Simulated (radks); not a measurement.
Results of a calculation; reference values are marked as such.
Question: The mean radii <r> (bohr) of the occupied orbitals of an atom or ion are listed with their occupations. Level of theory: scalar-relativistic Kohn-Sham, BLYP, spin-polarised, spherical densities, finite nucleus; Fermi nuclear charge, rms radius of each element as measured or else 0.836 A^(1/3) + 0.57 fm (a radial shooting solver on a logarithmic mesh with Libxc functionals).

orbital  occ.      <r>
1s up       1  0.01932
1s down     1  0.01932
2s up       1  0.08184
2s down     1  0.08184
2p up       3  0.07291
2p down     3  0.07291
3s up       1   0.2127
3s down     1   0.2127
3p up       3   0.2123
3p down     3   0.2123
3d up       5   0.1925
3d down     5   0.1925
4s up       1   0.4780
4s down     1   0.4780
4p up       3   0.5079
4p down     3   0.5079
4d up       5   0.5477
4d down     5   0.5476
5s up       1    1.169
5s down     1    1.168
5p up       3    1.385
5p down     3    1.382
4f up       7   0.7218
4f down     7   0.7201
6s up       1    3.201
6p up       1    4.062

Name the element and its charge. Open shells, if any, are filled with parallel spins first.

Answer: Z = 71, lutetium, charge +1: Lu+ in [Xe] 4f14 6s1 6p1. The 1s radius gives Z: for a bare nucleus <r> = (2 gamma + 1)/(2Z) with gamma = sqrt(1 - (Z/c)^2), 0.01909 bohr for Z = 71, and screening makes it slightly larger (0.01932 here). The occupations add up to 70, and the charge is Z minus that.
